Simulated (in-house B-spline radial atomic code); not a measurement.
# RPA and G0W0 on BHandHLYP: neutral magnesium

Configuration [Ne] 3s2, mean-field start BHandHLYP. Computed with an all-electron radial atomic-structure program (B-spline basis): all electrons, scalar-relativistic (spin-free one-electron X2C), finite nucleus, each spin shell either full or empty, empty states to l = 9 with an (l + 1/2)⁻⁴ tail; G0W0 by contour deformation at full frequency.

Command:
```bash
python run_gw.py task.json out
```
Settings (radii: box in bohr, nucleus in fm):
```
Z                        12
electrons                12
configuration            [Ne] 3s2
hamiltonian              x2c
method                   bhandhlyp
lmax                     9
rms_radius               3.057
spin_polarised           False
box_radius               40
intervals                74
ion_configuration        [Ne] 3s1
```

Run time, properties included: 4.8 s on 1 thread of Arm Neoverse N1, on a shared host.

Energies (hartree):

```tsv
term	value
mean-field total	-200.39085
Hartree-Fock functional on these orbitals	-199.91830
direct second order	-0.73751
second-order exchange	0.26635
SOSEX correction	0.23855
```

Q: What is the RPA correlation energy, and what remains with SOSEX?

A: RPA gives -0.64001 hartree (-1.45 eV per electron); RPA + SOSEX gives -0.40146, and the second-order doubles -0.47116 hartree (no singles). SOSEX takes back 37 % of the RPA value.

Quasi-particle levels (eV):

```json
{"level": "3s", "occupied": "yes", "mean field": "-6.030", "Σx - vxc": "-0.77", "Σc": "?", "QP weight": "?", "G0W0": "?"}
```

G0W0 = mean field + (Σx - vxc) + Σc, with Σc (partial-wave tail included) taken at the quasi-particle energy. Levels of low weight are left out.

Q: Where does G0W0 put 3s?

A: At -7.671 eV, with Σc = -0.87 eV and a quasi-particle weight of 0.902. The tabulated removal energy is 7.646 eV (NIST, measured); the calculation leaves out spin-orbit coupling, Breit and QED terms, and what these don't explain is the method's own error.

Q: What does it cost to remove one electron (to [Ne] 3s1) by differences of total energies, each species on its own start (correlation terms add to the Hartree-Fock functional)?

A: BHandHLYP 7.560 eV, Hartree-Fock functional 6.605 eV, + RPA 7.709 eV, + RPA + SOSEX 7.427 eV, + second order 7.726 eV. Tabulated: 7.646 eV (NIST, measured); the calculation leaves out spin-orbit coupling, Breit and QED terms, and what these don't explain is the method's own error.
